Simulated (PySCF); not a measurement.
The multiplicity is imposed and other spin states were not computed.

Cartesian coordinates (Å):
```xyz
17

Hf     0.1918     0.4444     0.5651
O     -0.0126    -0.1635     2.3887
C     -0.1892    -0.6388     3.6826
H     -1.2613    -0.6792     3.9489
H      0.3177     0.0152     4.4150
H      0.2264    -1.6572     3.7926
O     -1.5355     0.8477    -0.2045
C     -2.7985     1.0581    -0.7451
H     -3.1503     2.0847    -0.5372
H     -3.5371     0.3538    -0.3200
H     -2.7892     0.9189    -1.8415
O      1.1014    -0.8966    -0.4898
C      1.6899    -1.9140    -1.2311
H      1.2520    -1.9719    -2.2445
H      1.5483    -2.8962    -0.7437
H      2.7763    -1.7436    -1.3409
F      1.2598     2.0578     0.5683
```
Charge 0, multiplicity 1.

**Question.** What is the computed LUMO, charge on the central atom (Mulliken), HOMO, HOMO–LUMO gap and total energy (TPSSh-D3(BJ)/def2-TZVP // r2SCAN-D4/def2-SVP (PySCF))?

**Answer.** 
The LUMO is -0.20 eV and the charge on the central atom (Mulliken) is 1.55 e. The HOMO is -7.02 eV and the HOMO–LUMO gap comes out as 6.82 eV. The total energy is -493.7368 Ha.
